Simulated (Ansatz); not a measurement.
A made-up structure of SiH₄O₂F (charge +1), closed shell:

O1  (0.013, -1.213, -0.852)
Si2  (-0.106, 0.337, -0.546)
O3  (0.022, 0.175, 1.240)
F4  (1.148, 1.222, -0.816)
H5  (1.926, 1.654, -0.629)
H6  (-1.351, 1.047, -0.809)
H7  (0.077, -0.716, 1.626)
H8  (0.463, 0.836, 1.798)
(Å)

It is relaxed with PBE-D4/def2-SVP and then PBE0-D4/def2-TZVP (Ansatz 0.2.0). Atoms count as bonded within 1.22 times the sum of their covalent radii (H–H: 0.88 Å). The end point is not checked to be a true minimum.

Problem. Does its bonding change? (Judge from chemistry; the calculation decides.)

Solution. The calculation gives: No: no bond forms or breaks.

Where it ends: The first stage lowers the energy by 2.35 eV in 15 steps. It ends as SiH₄O₂F ([O][SiH]([OH2])[FH]), total charge +1:
```csv
atom,x (Å),y (Å),z (Å)
O1,0.3598,-1.0000,-1.0595
Si2,-0.1858,0.2561,-0.4448
O3,0.0508,0.1941,1.3451
F4,1.2622,1.5003,-0.7380
H5,1.9141,1.0554,-1.2617
H6,-1.2596,1.2440,-0.5574
H7,0.4469,-0.6237,1.6964
H8,-0.3974,0.7159,2.0313
```

Labels in which every atom is bracketed show which atoms are joined, not bond orders.

For scale, one of the runs: PBE0-D4/def2-TZVP relaxation, 154 basis functions, launched by `ansatz run in.yaml --threads 2 --pin off --events-out ev --progress --plain --max-ram 4352MiB`. The run took about 20 s on 2 CPU threads of an Intel Xeon Platinum 8223CL (shared host).
